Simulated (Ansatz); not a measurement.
CHCl (SMILES [CH]Cl) moved off its minimum; all values from Ansatz (a program for electronic structure), cores frozen in correlated methods.
(charge 0, multiplicity 1)
```xyz
3

C     -1.03336     0.56700     0.04739
Cl     0.48238    -0.18311    -0.00827
H     -1.73848    -0.28189    -0.00397
```

Question: Give the forces (eV/Å), the total energy and the dipole at CCSD(T)/aug-cc-pV(T+d)Z.

Answer: 
```
atom      Fx      Fy      Fz
----  ------  ------  ------
C1    -0.047   0.272   0.018
Cl2    0.076  -0.101  -0.007
H3    -0.029  -0.171  -0.011
```
Energy -498.2396 hartree, dipole 1.49 D.

Doubts at one or more of the structures used: a restricted determinant that unrestricted orbitals would lower (CCSD(T)/aug-cc-pV(T+d)Z).
